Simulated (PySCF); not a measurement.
**EPR parameters of C4H9O3Si**

Compound: C4H9O3Si (doublet state).
Structure used (GFN2-xTB), in Å, numbered top down from 1:
```xyz
17
C4H9O3Si angstrom
C      2.527    1.151   -0.074
C      1.972   -0.237    0.185
O      0.546   -0.148    0.245
C     -0.107   -1.279    0.455
O      0.415   -2.357    0.583
C     -1.616   -1.078    0.498
O     -1.956    0.253    0.614
Si    -3.389    1.004    0.376
H      2.224    1.827    0.721
H      2.151    1.535   -1.017
H      3.612    1.108   -0.113
H      2.247   -0.936   -0.613
H      2.339   -0.646    1.132
H     -2.024   -1.520   -0.423
H     -2.006   -1.663    1.342
H     -3.973    0.628   -0.909
H     -2.968    2.372    0.587
```

The hyperfine couplings belong to this conformer and change with its torsions.

The species is `CCOC(=O)CO[SiH2]` [radical].

Method used: PySCF 2.14.0, UKS B3LYP, pcH-1 on C H O Si, non-relativistic, mean-field spin-orbit, GIAO. Geometry: GFN2-xTB, one conformer, isolated molecule. Couplings are sensitive to structure, and on GFN2-xTB geometries they can be far from those on DFT ones, by a factor of two or more for some ions and for spin on atoms past the first row. Stability of the SCF solution: not tested.

| Item | Value |
| --- | --- |
| g1, g2, g3 | 2.00171, 2.00213, 2.00433 |
| g_iso | 2.00272 |
| Form of g | rhombic: the two nearest values differ by 16 % of g3 − g1 |
| ⟨S²⟩ | 0.7512 (exact 0.7500) |
| HOMO–LUMO gap, α and β orbitals | 5.39, 5.15 eV |
| Total energy | -673.02330 Eh |

Hyperfine couplings atom by atom, in mT; T1 to T3 are the principal values of the dipolar part; ρ(0) is the spin density at the nucleus (MHz turned into mT with g_iso):

```
atom  isotope   a_iso  of which spin–orbit     T1     T2    T3  Mulliken spin population  ρ(0) (bohr⁻³)
  C1      13C    0.00                 0.00   0.00   0.00  0.01                      0.00         0.0000
  C2      13C    0.00                 0.00   0.00   0.00  0.01                      0.00         0.0001
  O3      17O   -0.01                 0.00  -0.01   0.00  0.01                      0.00         0.0005
  C4      13C    0.06                 0.00  -0.01  -0.01  0.03                      0.00         0.0014
  O5      17O    0.00                 0.00  -0.01   0.00  0.01                      0.00         0.0000
  C6      13C   -0.07                 0.00  -0.04  -0.02  0.06                     -0.01        -0.0019
  O7      17O   -0.53                 0.00  -1.46   0.71  0.75                      0.08         0.0246
 Si8     29Si  -18.20                 0.03  -5.47   2.71  2.76                      0.84         0.5752
  H9       1H    0.00                 0.00  -0.01  -0.01  0.03                      0.00         0.0000
 H10       1H    0.00                 0.00  -0.01  -0.01  0.03                      0.00         0.0000
 H11       1H    0.00                 0.00  -0.01  -0.01  0.01                      0.00         0.0000
 H12       1H    0.00                 0.00  -0.01  -0.01  0.02                      0.00         0.0000
 H13       1H    0.00                 0.00  -0.01  -0.01  0.03                      0.00         0.0000
 H14       1H    0.07                 0.00  -0.08  -0.06  0.14                      0.00         0.0005
 H15       1H    0.33                 0.00  -0.10  -0.07  0.17                      0.01         0.0021
 H16       1H    3.85                 0.00  -0.31   0.02  0.29                      0.05         0.0241
 H17       1H    2.96                 0.00  -0.29   0.01  0.28                      0.03         0.0186
```

Largest spin populations (Mulliken): Si8 (+0.84) and O7 (+0.08). Si8 is the only atom above +0.15. The angles at Si8 add up to 329.4°, so it is pyramidal.

Under fast tumbling the dipolar parts average out, and these isotropic splittings remain: 2 × 1H (H16/H17, I = 1/2, 3 lines) with 3.41 mT and 2 × 1H (H14/H15, I = 1/2, 3 lines) with 0.20 mT.

Nuclei that the bonding pattern makes equivalent are averaged, as if the motion that swaps them (rotation, inversion, ring flip) were fast. The 1H value of +95.5 MHz is a mean of couplings from 83.1 to 107.8 MHz in this one geometry, not an average over conformers. The 1H value of +5.6 MHz is a mean of couplings from 2.1 to 9.2 MHz in this one geometry, not an average over conformers.

The 17O coupling of O7 (-15.0 MHz) shows only in satellite lines or after enrichment, since that isotope makes up about 0.038 % of natural oxygen.

The 29Si coupling of Si8 (-510.3 MHz) shows only in satellite lines or after enrichment, since that isotope makes up about 4.7 % of natural silicon.
